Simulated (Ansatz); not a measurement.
Start from `[AlH2][NH]CS` and change one atom or group to get `OBNCS`.

Ansatz, PBE0-D4/def2-TZVP geometries, multiplicity 1. Each molecule was computed in one conformer, which needn't be the lowest.

```tsv
property	`[AlH2][NH]CS`
HOMO–LUMO gap (PBE/def2-TZVPP) / eV	3.89
size of the dipole moment (B3LYP/def2-TZVPP) / D	1.74
HOMO–LUMO gap (B3LYP/def2-TZVPP) / eV	5.43
size of the dipole moment (ωB97M-V/def2-TZVPP) / D	1.72
HOMO energy (ωB97M-V/def2-TZVPP) / eV	-9.04
LUMO energy (B3LYP/def2-TZVPP) / eV	-1.14
```

Q: What does the change do to each property? (Estimate.)

A: Ansatz gave: 
```tsv
property	`OBNCS`	shift
HOMO–LUMO gap (PBE/def2-TZVPP) / eV	5.08	1.19
size of the dipole moment (B3LYP/def2-TZVPP) / D	3.07	1.33
HOMO–LUMO gap (B3LYP/def2-TZVPP) / eV	6.79	1.36
size of the dipole moment (ωB97M-V/def2-TZVPP) / D	3.04	1.32
HOMO energy (ωB97M-V/def2-TZVPP) / eV	-9.48	-0.44
LUMO energy (B3LYP/def2-TZVPP) / eV	-0.22	0.92
```

With PBE0 the HOMO falls by 0.44 eV and the LUMO rises by 1.01 eV, so the gap widens by about 1.45 eV. PBE moves the HOMO by -0.39 eV and ωB97M-V by -0.44 eV. Dipoles are sizes alone; their direction can turn.

B3LYP here is the variant with VWN-RPA as its local correlation; programs differ in this.
